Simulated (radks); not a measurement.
Species: Bi+. Configuration: [Xe] 4f14 5d9.5 6s2 6p2.5 (fractional occupations, a model configuration). Method: scalar-relativistic Kohn-Sham, PBE, spin-unpolarised, spherical densities, finite nucleus; Fermi nuclear charge, rms radius 5.5211 fm; computed with a radial shooting solver on a logarithmic mesh with Libxc functionals.

Normalised radial functions P(r) = r R(r), r in bohr:

| r | 5d |
|---|---|
| 0.001503 | 0.0000 |
| 0.001749 | 0.0001 |
| 0.002036 | 0.0001 |
| 0.002371 | 0.0001 |
| 0.00276 | 0.0002 |
| 0.003239 | 0.0003 |
| 0.00377 | 0.0004 |
| 0.004389 | 0.0006 |
| 0.00511 | 0.0010 |
| 0.005949 | 0.0014 |
| 0.006925 | 0.0021 |
| 0.008062 | 0.0032 |
| 0.009386 | 0.0047 |
| 0.01093 | 0.0070 |
| 0.01272 | 0.0102 |
| 0.01481 | 0.0149 |
| 0.01724 | 0.0216 |
| 0.02007 | 0.0310 |
| 0.02336 | 0.0440 |
| 0.0272 | 0.0615 |
| 0.03166 | 0.0848 |
| 0.03686 | 0.1146 |
| 0.04291 | 0.1514 |
| 0.04996 | 0.1948 |
| 0.05816 | 0.2427 |
| 0.06771 | 0.2909 |
| 0.07945 | 0.3342 |
| 0.0925 | 0.3577 |
| 0.1077 | 0.3519 |
| 0.1254 | 0.3050 |
| 0.1459 | 0.2089 |
| 0.1699 | 0.0646 |
| 0.1978 | -0.1142 |
| 0.2303 | -0.2990 |
| 0.2681 | -0.4501 |
| 0.3121 | -0.5244 |
| 0.3633 | -0.4891 |
| 0.4229 | -0.3333 |
| 0.4923 | -0.0746 |
| 0.5732 | 0.2437 |
| 0.6673 | 0.5631 |
| 0.7768 | 0.8251 |
| 0.9043 | 0.9855 |
| 1.053 | 1.0265 |
| 1.226 | 0.9590 |
| 1.427 | 0.8148 |
| 1.661 | 0.6341 |
| 1.949 | 0.4436 |
| 2.269 | 0.2883 |
| 2.642 | 0.1701 |
| 3.075 | 0.0900 |
| 3.58 | 0.0421 |
| 4.168 | 0.0171 |
| 4.852 | 0.0059 |
| 5.649 | 0.0017 |
| 6.576 | 0.0004 |
| 7.656 | 0.0001 |
| 8.912 | 0.0000 |

5d: eigenvalue -37.567 eV, 2 radial nodes at r = 0.180, 0.511 bohr, <r> = 1.22 bohr, 90 % of the charge inside 1.83 bohr.
